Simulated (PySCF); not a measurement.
# EPR parameters of C6H11O

C₆H₁₁O (doublet state).
Z-matrix (Å and degrees, GFN2-xTB geometry), rows numbered from 1:
```
C 
C   1  1.3689
C   2  1.3778  1  124.27
C   3  1.4946  2  124.66  1  -177.90
O   4  1.4081  3  113.56  2     4.77
C   4  1.5459  3  109.89  2   130.14
C   6  1.5230  4  111.64  3   174.71
H   1  1.0758  2  120.99  3     1.00
H   1  1.0740  2  121.59  3  -179.15
H   2  1.0833  1  118.16  3   179.03
H   3  1.0797  2  119.54  1     1.69
H   4  1.1008  3  109.38  2  -111.41
H   5  0.9645  4  108.16  3    61.90
H   6  1.0940  4  108.30  3   -64.18
H   6  1.0905  4  108.86  3    52.99
H   7  1.0874  6  110.44  4   -66.34
H   7  1.0872  6  110.14  4    53.20
H   7  1.0873  6  110.51  4   173.42
```

The hyperfine couplings belong to this conformer and change with its torsions.

As a line formula: `C=C[CH][C@@H](O)CC` [radical].

Method used: PySCF 2.14.0, UKS B3LYP, pcH-1 on C H O, non-relativistic, mean-field spin-orbit, GIAO. One conformer (not necessarily the lowest) at the GFN2-xTB geometry, without solvent, vibrations or thermal averaging. Couplings are sensitive to structure, and on GFN2-xTB geometries they can be far from those on DFT ones. No stability test was run, so a lower SCF solution isn't excluded. ⟨S²⟩ is 0.775 where a pure state has 0.75.

```json
{
 "g1, g2, g3": "2.00216, 2.00271, 2.00280",
 "g_iso": "2.00256",
 "Form of g": "close to axial: the two nearest values differ by 13 % of g3 − g1",
 "⟨S²⟩": "0.7753 (exact 0.7500)",
 "α and β electrons": "28, 27",
 "HOMO–LUMO gap, α and β orbitals": "6.11, 5.48 eV",
 "Total energy": "-310.45297 Eh"
}
```

Hyperfine couplings atom by atom, in G; T1 to T3 are the principal values of the dipolar part (MHz turned into gauss with g_iso; 10 G = 1 mT):

```
atom  isotope  a_iso     T1     T2    T3  Mulliken spin population
  C1      13C   19.5  -18.5  -17.8  36.3                      0.68
  C2      13C  -17.0  -10.0    4.0   6.1                     -0.26
  C3      13C   20.2  -18.4  -17.9  36.3                      0.65
  C4      13C   -8.0   -0.5    0.1   0.4                     -0.05
  O5      17O   -1.0   -0.3    0.1   0.3                      0.00
  C6      13C   12.6   -1.0   -0.9   1.9                      0.02
  C7      13C    0.4   -0.3   -0.2   0.5                      0.01
  H8       1H  -14.2   -7.7   -0.6   8.3                     -0.03
  H9       1H  -15.0   -9.0   -0.1   9.1                     -0.03
 H10       1H    4.3   -1.8   -0.4   2.3                      0.01
 H11       1H  -13.9   -7.5   -0.7   8.3                     -0.03
 H12       1H   25.5   -1.4   -0.7   2.1                      0.03
 H13       1H    0.2   -0.8   -0.8   1.6                      0.00
 H14       1H   -0.7   -1.3   -0.4   1.7                      0.00
 H15       1H   -0.6   -1.0   -0.6   1.6                      0.00
 H16       1H    0.0   -0.4   -0.2   0.5                      0.00
 H17       1H    0.0   -0.3   -0.3   0.6                      0.00
 H18       1H    0.2   -0.3   -0.1   0.5                      0.00
```

The Mulliken spin populations are largest on C1 (+0.68), C3 (+0.65) and C2 (-0.26). The positive populations add up to 1.39 and the negative ones to -0.39, together 2S = 1. The angles at C1 add up to 360.0°, so it is planar; its axial dipolar tensor and the negative couplings of its protons fit spin in a p orbital normal to that plane.

Axes: g2 points within 14° of the C1–C2 bond.

Under fast tumbling the dipolar parts average out, and these isotropic splittings remain (the largest six): 1 × 1H (H12, I = 1/2, 2 lines) with 2.55 mT, 1 × 1H (H9, I = 1/2, 2 lines) with 1.50 mT, 1 × 1H (H8, I = 1/2, 2 lines) with 1.42 mT, 1 × 1H (H11, I = 1/2, 2 lines) with 1.39 mT, 1 × 1H (H10, I = 1/2, 2 lines) with 0.43 mT and 1 × 1H (H14, I = 1/2, 2 lines) with 0.07 mT.

The 13C coupling of C3 (56.5 MHz) shows only in satellite lines or after enrichment, since that isotope makes up about 1.07 % of natural carbon.

On Arm Neoverse V1, one thread, no GPU, shared host with 64 logical CPUs at a one-minute load of 48, this took 65 s (grids of density and orbitals included) and 0.97 GiB of memory at its peak.
